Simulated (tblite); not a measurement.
C6H9NP2.
Atom-mapped SMILES: `[CH2:1]=[CH:2][CH2:3]/[P:4]=[P:5]/[CH2:6][CH2:7][C:8]#[N:9]` (hydrogens: H10, H11 on C1; H12 on C2; H13, H14 on C3; H15, H16 on C6; H17, H18 on C7)

Computed geometry: GFN2-xTB, gas phase.

Question: Give the optimised bond lengths and angles.

Answer: 
```
          bond  length (Å)
         C1=C2       1.321
         C2–C3       1.492
         C3–P4       1.877
         P4=P5       2.030
         P5–C6       1.877
         C6–C7       1.535
         C7–C8       1.441
         C8≡N9       1.143
        C1–H10       1.078
        C1–H11       1.076
        C2–H12       1.083
C3–H13, C3–H14       1.092
C6–H15, C6–H16       1.093
C7–H17, C7–H18       1.094
```

Bonds in one row agree within 0.01 Å and their mean is given. A selection of angles:
```
   angle  degrees
C1–C2–C3    124.2
C2–C3–P4    107.1
C3–P4–P5     99.3
P4–P5–C6     98.6
P5–C6–C7    110.2
C6–C7–C8    110.2
C7–C8–N9    178.2
```

Torsions: C1–C2–C3–P4 -103° (anticlinal); C2–C3–P4–P5 -95° (anticlinal); C3–P4–P5–C6 175° (antiperiplanar); P4–P5–C6–C7 -108° (anticlinal); P5–C6–C7–C8 59° (synclinal). The mirror-image conformer, all signs reversed, is as good.

P4 (phosphorus bonded to C and P) is bent (angle 99.3°). The C–C distances run from 1.321 Å (C1=C2, drawn double) to 1.535 Å (C6–C7, drawn single), a spread of 0.214 Å. Of the pairs four or more bonds apart, H10···H13 is among the closest relative to their van der Waals radii: 2.45 Å, 102 % of the sum of Bondi's values. P5 (phosphorus bonded to C and P) is bent (angle 98.6°).

Point group: C1 (no symmetry element, even within 0.4 Å). Its lowest GFN2-xTB frequency is 15 cm⁻¹, too small to tell a flat minimum from a shallow saddle. One conformer, not necessarily the lowest.
